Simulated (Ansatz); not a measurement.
Cartesian coordinates (Å):
```xyz
10

C      2.2062    -0.1725     0.2523
Si     0.5165    -0.0412     0.0534
C     -1.1898    -0.7022    -0.0146
C     -1.0405     0.8766    -0.2408
H      2.8532     0.7013     0.1847
H      2.6794    -1.1340     0.4488
H     -1.5365    -1.2687    -0.8835
H     -1.7125    -0.9962     0.8998
H     -1.3009     1.2318    -1.2417
H     -1.4751     1.5051     0.5416
```
Charge 0, spin multiplicity 1.

The numbers are results of frozen-core CCSD(T)/cc-pVTZ // PBE-D3(BJ)/def2-TZVP (Ansatz, an electronic-structure program), not measurements.

The HF energy comes out as -405.96532 Ha. The MP2 correlation energy is -0.62423 Ha.

**Question.** Estimate the CCSD correlation energy, the (T) correction, the total energy and the T1 diagnostic.

**Answer.** 
```yaml
CCSD correlation energy: -0.66187 Ha
"(T) correction": -0.03184 Ha
CCSD(T) total energy: -406.65903 Ha
T1 diagnostic: 0.013
```
